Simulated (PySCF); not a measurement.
Al(CF3)(OH)2 (CH2AlF3O2), SMILES [Al]([OH])([C](F)(F)F)[OH].

Geometry: B3LYP-D3(BJ)/def2-SVP. The structure was generated by enumeration; whether it is a known compound was not checked. The values are those of a single conformer.

Level of theory: B3LYP/def2-TZVP run with PySCF.

- total energy = -732.08813 hartree
- highest occupied level = -8.90 eV
- lowest empty level = -1.07 eV
- orbital gap = 7.83 eV
- dipole moment = 4.70 D
- quadrupole, principal values (traceless, Buckingham form, about the centre of nuclear charge) = -8.81, -1.65, 10.46 D·Å
- mean static polarisability = 42.5 bohr³ (6.30 Å³)
- polarisability, principal values = 37.0, 44.3, 46.2 bohr³
